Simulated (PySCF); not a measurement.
# Gold: a sound run and one with changed settings

Sound run: Au⁺ [Xe] 4f14 5d10, Au²⁺ [Xe] 4f14 5d9. Computed with PySCF 2.14 in def2-SVP with the def2 core potential (60 electrons) (6s3p2d1f, 32 functions), with scalar relativity through the core potential. In the sound run the correlated levels freeze 5s2 5p6 outside the core potential. The sound run starts from symmetry-adapted Hartree-Fock orbitals and uses a fine grid where one is needed.

Changed run: all electrons correlated in a basis built for the valence shell.

```
species  method  sound run (hartree)  changed run (hartree)  converged
    Au⁺     MP2           -134.71061             -134.78180        yes
   Au²⁺     MP2           -133.95616             -134.02832        yes
```

Ionisation energy of Au⁺:

```tsv
method	sound run (eV)	changed run (eV)
UHF	19.060	19.060
MP2	20.530	20.503
SCS-MP2	20.385	20.319
```

A valence basis has no tight correlating functions, so it recovers only part of the core correlation, and not evenly between atom and ion.

For comparison, NIST gives 20.203 ± 0.025 eV between the lowest levels.
